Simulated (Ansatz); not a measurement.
Program: Ansatz. Geometries: PBE0-D4/def2-TZVP. ΔE: electronic, gas phase. CCSD(T)/CBS is the MP2 limit (def2-TZVPP, def2-QZVPP) plus CCSD(T) − MP2 in def2-TZVPP, frozen cores. This one scheme is used for every species. DFT in def2-TZVPP. B3LYP here is the variant with VWN-RPA as its local correlation; programs differ in this. HSE06 is defined as in plane-wave codes. Elements past krypton have def2 core potentials. For Sb outer-core shells are correlated without core-valence functions, which leaves a few kJ/mol of doubt a bond. One conformer a species, not always the lowest.

Consider the formal hydrolysis of a C–Sb bond: `[SiH3][CH](S)[SbH2]` + H₂O → `OC([SiH3])S` + `[SbH3]`.

`[SiH3][CH](S)[SbH2]`:

```xyz
11

Si   -0.665    0.500   -1.476
C     0.548   -0.060   -0.152
S     1.037    1.383    0.809
Sb   -0.358   -1.695    0.973
H    -0.838   -0.603   -2.459
H    -0.158    1.708   -2.178
H    -1.976    0.811   -0.851
H     1.419   -0.505   -0.644
H     1.457    0.758    1.922
H     0.873   -1.655    2.164
H    -1.338   -0.641    1.893
```

H₂O:

Z-matrix (Å, degrees):
```
O
H 1 0.960
H 1 0.960 2 105.1
```

`OC([SiH3])S`:

Z-matrix (Å, degrees):
```
C
Si 1 1.905
S 1 1.793 2 107.2
O 1 1.419 2 112.4 3 120.8
H 1 1.097 2 109.0 3 -116.0
H 2 1.485 1 110.6 3 75.2
H 2 1.484 1 110.0 3 -47.3
H 2 1.490 1 106.7 3 -165.9
H 3 1.345 1 97.6 2 -162.5
H 4 0.963 1 108.2 2 56.1
```

`[SbH3]`:

```xyz
4

Sb   -0.426    0.430   -0.391
H     0.781    0.989    0.679
H     0.638   -0.729   -1.054
H    -0.993   -0.690    0.766
```

```tsv
level	ΔE (kJ/mol)	difference from CCSD(T)/CBS
PBE0-D4	76.3	-17.3
B3LYP-D4	73.4	-20.2
HSE06-D4	76.4	-17.2
revPBE	62.2	-31.4
r2SCAN	69.6	-24.0
HSE06	68.7	-24.9
CAM-B3LYP	57.1	-36.5
LC-ωPBE	68.2	-25.4
HF/def2-QZVPP	58.3	-35.3
MP2/def2-QZVPP	107.2	13.6
CCSD(T)/CBS	93.6	0
```

Largest T1 diagnostic among the species: 0.014.

The D4 term adds +14.5 kJ/mol with B3LYP and +7.8 kJ/mol with PBE0; it sums over pairs of atoms, weighted by their polarisabilities, and B3LYP, whose exchange is more repulsive, gets the larger term. Leaving LDA and LC-ωPBE aside and taking each functional with its dispersion term where it has one, the values, not all of them listed here, spread over 17.6 kJ/mol, from CAM-B3LYP-D4 to PBE-QIDH. At CCSD(T), def2-SVP lies −39.1 kJ/mol from the extrapolated value and def2-TZVPP −10.6 kJ/mol.
